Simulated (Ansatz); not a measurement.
Z-matrix (Å, degrees):
```
B
I 1 2.503
C 1 1.549 2 59.8
H 1 1.194 2 105.7 3 115.1
H 1 1.194 2 105.7 3 -115.2
H 3 1.086 1 120.9 2 103.6
H 3 1.086 1 120.9 2 -103.6
```

Charge 0, multiplicity 1. I: def2 effective core potential.

**Question.** List the PBE0/def2-TZVPP orbital energies in eV (the Gaussian-basis code of Ansatz). (Estimate.)

**Answer.** Computed: Occupied: -279.42, -188.29, -184.41, -134.27, -133.99, -133.93, -53.37, -53.29, -53.24, -52.99, -52.99, -21.63, -18.18, -14.17, -12.89, -10.95, -9.44, -9.28, -8.06, -7.79. Lowest empty: -1.49, -0.40, 1.32, 2.07, 2.49, 3.16, 3.39, 3.67.
